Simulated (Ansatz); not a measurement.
A run for Ansatz (a quantum-chemistry and plane-wave program): U-wB97X-V/def2-TZVPP on F2H2Sn (SMILES [F][SnH2][F]), a point of a bond scan (R = 4.423 Å). Elements past Kr take the def2 small-core potentials; no spin–orbit coupling.

Ansatz 0.2 input:
```yaml
crystal:
  periodic: [false, false, false]
  atoms:
    - {symbol: Sn, position_ang: [-0.03835508, -0.28075621, 0.01283435]}
    - {symbol: F, position_ang: [3.64318889, 1.93785075, -1.02895934]}
    - {symbol: F, position_ang: [-1.31675176, 1.11365743, 0.35794881]}
    - {symbol: H, position_ang: [0.25534771, -1.05881308, 1.49140543]}
    - {symbol: H, position_ang: [-0.54767396, -1.08099264, -1.39358741]}
basis:
  gaussian:
    orbitals: def2-TZVPP
hamiltonian:
  xc: {name: wB97X-V}
magnetization: {spin_polarized: true, initial_magnetization: 0}
```

Program output:

```
WARN ansatz: RAYON_NUM_THREADS=1 ignored (pool sized by the plan → 1); use --threads N
Functional definition: wB97X-V
integrals: 0.06 GiB planned
862 factors; their error is unknown
integrals: 0.09 GiB planned
183 factors; integrals over basis functions are off by at most 3.7e-5 eV
mean field: 0.80 GiB planned
mean field evaluation 1: about -11285.1280 eV, gradient 4.5e1 eV
mean field evaluation 2: about -10942.8626 eV, gradient 1.2e2 eV
mean field evaluation 4: about -11284.5707 eV, gradient 4.9e1 eV
mean field evaluation 8: about -11292.9694 eV, gradient 1.5e-2 eV
mean field evaluation 16: about -11294.0822 eV, gradient 8.6e-2 eV
mean field evaluation 32: about -11293.8922 eV, gradient 2.7e0 eV
mean field evaluation 64: about -11294.0824 eV, gradient 9.6e-6 eV
mean field -11294.08235738 eV, -415.0498712298 hartree, gradient 9.6e-6 eV, S^2 0.903016; 7 other end points of the search recorded, 0 dependent functions left out
reference -11294.08235716 eV, -415.0498712216 hartree; 21, 21 occupied and 119, 119 virtual orbitals, 862 factors
Total energy: -11294.08235716 eV, -415.0498712216 hartree
```

The calculation finished and met its thresholds. Its determinant has ⟨S²⟩ = 0.90, a mixture of spin states.

Cost: about 40 core-seconds (a rough figure).
